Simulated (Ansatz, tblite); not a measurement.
Cost and result up the ladder for (LiF)4 cube (Li4F4) (8 atoms). Total charge 0; singlet. Geometry: r2SCAN-D4/def2-SVP.

```xyz
8

Li   -1.015    0.499   -0.972
F    -0.133   -1.062   -1.247
Li   -0.425   -1.330    0.523
F    -1.453    0.146    0.752
Li    0.121    0.964    1.131
F     0.468    1.466   -0.576
Li    1.319   -0.133   -0.683
F     1.118   -0.550    1.071
```

Ansatz on 4 threads of Arm Neoverse V1 on a shared host; xTB runs through tblite on one thread. Times are rough, summed over both states, and most runs start from the orbitals of an earlier one. PBE0-D4/def2-TZVP serves as the yardstick here, not as an exact answer. The other state is a doublet.

The xTB rows come from tblite. HOMO above LUMO, or a gap near zero within one spin, warns that the state may not be the lowest or that an electron is smeared out.

Raw xTB energies of ions are shifted by several eV.

```
                            level  functions  wall time  vertical IE (eV)  difference from PBE0-D4/def2-TZVP (eV)                                     remarks
                         GFN1-xTB         32    0.009 s             14.36                                    2.65                                           –
                         GFN2-xTB         32    0.009 s             14.48                                    2.78                                           –
                 PBE-D4/def2-TZVP        180      5.9 s             10.79                                   -0.92  gap within one spin near zero (+1 doublet)
                PBE0-D4/def2-TZVP        180       15 s             11.70                                    0.00                                           –
r2SCAN-D4/def2-TZVP (with forces)        180       22 s             11.10                                   -0.60                                           –
```
